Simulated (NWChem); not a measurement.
# C5H3NO; SMILES o1ccc(C#N)c1

Results from NWChem. Pople sets run with spherical d functions. Coordinates come from a PBE0/def2-SVP optimisation. Level PBE0/6-31G*: energy and gradient; each run changes one setting, and changes count from the defaults (medium grid, exact Coulomb integrals, symmetry on).

| setting | size of the energy change (μHa) | largest change of a gradient component (μHa/bohr) |
|---|---|---|
| defaults | < 10 | < 30 |
| Becke weights | < 10 | < 30 |
| tight SCF thresholds and tolerances | < 10 | < 30 |
| extra-fine grid | < 10 | < 30 |
| coarse grid | 30 | 100 |
